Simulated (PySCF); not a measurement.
Here is a job for PySCF.
```python
from pyscf import gto, scf, dft

mol = gto.Mole()
mol.atom = '''
    Si    1.49507938   -0.48378825    0.36149581
    F     1.17180506   -0.81669452    1.80918918
    F     2.00658910    1.11373264    0.60374442
    O     0.07967613   -0.46800530   -0.53176317
    Ge   -1.54495782    0.10703962   -0.64853415
    H     2.25485557   -1.17796835   -0.50459427
    H    -2.14643083   -0.37397177    0.54439616
    H    -2.02792823   -0.32979940   -1.76389513
    H    -1.32124577    1.75136240   -0.53635310
'''
mol.basis = 'sto-3g'
mol.verbose = 4
mol.build()

mf = dft.RKS(mol)
mf.xc = 'b3lyp'
mf.kernel()
g = mf.nuc_grad_method()
grad = g.kernel()
```

**Question.** What HOMO energy does B3LYP/STO-3G, gradient (PySCF) give?

**Answer.** -3.30 eV

**Question.** What is the computed total energy (B3LYP/STO-3G, gradient)?

**Answer.** -2612.5623 Eh

**Question.** What HOMO-LUMO gap does B3LYP/STO-3G, gradient give?

**Answer.** 8.96 eV

**Question.** What dipole moment does B3LYP/STO-3G, gradient give?

**Answer.** 1.05 D

**Question.** Roughly what does it cost on one core?

**Answer.** very roughly 12 core-seconds.
